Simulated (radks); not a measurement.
Al IV, configuration 1s1.5 2s2 2p6 3d0.5 (fractional occupations, a model configuration). All-electron calculation, non-relativistic Kohn-Sham, HCTH/407, spin-unpolarised, spherical densities, point nucleus. Program: a radial shooting solver on a logarithmic mesh with Libxc functionals.

Unscreened Slater integrals over Kohn-Sham orbitals (eV).

integral       value
F0(3d,3d)     9.3760
F2(3d,3d)     4.7421
F4(3d,3d)     3.0450
F0(3d,2p)     12.403
F2(3d,2p)     1.6680
G1(3d,2p)    0.92770
G3(3d,2p)    0.51879
F0(3d,2s)     12.399
G2(3d,2s)    0.71898
F0(3d,1s)     12.481
G2(3d,1s)  0.0035320
F0(2p,2p)     44.553
F2(2p,2p)     20.472
F0(2p,2s)     42.393
G1(2p,2s)     25.192
F0(2p,1s)     62.714
G1(2p,1s)     8.7238
F0(2s,2s)     40.978
F0(2s,1s)     57.927
G0(2s,1s)     4.6681
F0(1s,1s)     214.66

Derived for the open shells (J is the average intra-shell exchange parameter used in DFT+U). 3d: Racah B = F2/49 - 5 F4/441 = 0.06225 eV, C = 35 F4/441 = 0.2417 eV, C/B = 3.88, F4/F2 = 0.642, J = (F2 + F4)/14 = 0.5562 eV.
